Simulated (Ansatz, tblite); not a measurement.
Adding an electron: Ca₂S⁺. Total charge 1; doublet. Geometry: PBE-D4/def2-TZVP. Ansatz, gas phase; energy differences of separate SCF runs; the reduced species is a triplet (the singlet lies 0.48 eV higher at PBE0-D4/def2-TZVP).

```xyz
3

Ca   -1.9538    0.2760    1.3898
Ca    2.0515   -0.4594   -1.1845
S    -0.0977    0.1835   -0.2053
```

The xTB rows come from tblite. Another isomer (doublet) lies 0.05 eV lower at PBE0-D4/def2-TZVP.

**Question.** Estimate orbital energies and vertical electron affinities at: GFN1-xTB; GFN2-xTB; PBE-D4/def2-TZVP; r2SCAN-D4/def2-TZVP; PBE0-D4/def2-TZVP.

**Answer.** 
```
              level  −HOMO (eV)  −LUMO (eV)  vertical EA (eV)  HOMO–LUMO gap (eV)
           GFN1-xTB           –           –              8.09                   –
           GFN2-xTB           –           –              9.39                   –
   PBE-D4/def2-TZVP        6.79        6.55              4.85                0.24
r2SCAN-D4/def2-TZVP        6.80        6.56              4.92                0.24
  PBE0-D4/def2-TZVP        7.10        6.23              5.02                0.86
```

  HOMO and LUMO are the levels of the spin that leaves or enters (xTB has no such levels and no spin-polarisation term). Other spin states of the ions may lie lower, which would lower the ionisation energy or raise the affinity. Raw xTB energy differences between charge states are shifted by several eV; the methods need an empirical correction for them.
